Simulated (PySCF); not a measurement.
## Ru²⁰⁺: ionisation energy

Ru²⁰⁺ [Ar] 3d6 (5D) → Ru²¹⁺ [Ar] 3d5 (6S), as a difference of total energies. All numbers are calculated (PySCF 2.14, the non-relativistic Hamiltonian (point nucleus), in an even-tempered Gaussian basis (17 s from 2.1 bohr⁻², ratio 2.5; 11 p from 2.7 bohr⁻², ratio 2.5; 8 d from 2.7 bohr⁻², ratio 2.5; 4 f from 12 bohr⁻², ratio 2.7; 3 g from 18 bohr⁻², ratio 2.7)). Correlated levels: outer shells: [Ne] frozen; virtual orbitals above 40 to 60 times the deepest correlated orbital energy dropped. The calculations carry no spin-orbit coupling.

```csv
method,ionisation energy (eV)
UHF,905.65
LDA,908.23
PBE,908.52
PBE0,908.32
r2SCAN,908.43
TPSSh,908.35
B97-3,908.35
MP2 (outer shells),907.00
SCS-MP2 (outer shells),907.19
```

Q: How much does correlation contribute at MP2 (outer shells)?

A: 907.00 − (905.65) = 1.35 eV, measured against UHF.

A first-order spin-orbit estimate (lowest level to lowest level, LS coupling) adds 1.942 eV.

All relativistic terms are absent from these numbers, so their closeness to the reference says little about the methods.

For comparison: 905 ± 4 eV (theoretical estimate listed by NIST; NIST Atomic Spectra Database, ionization energies).
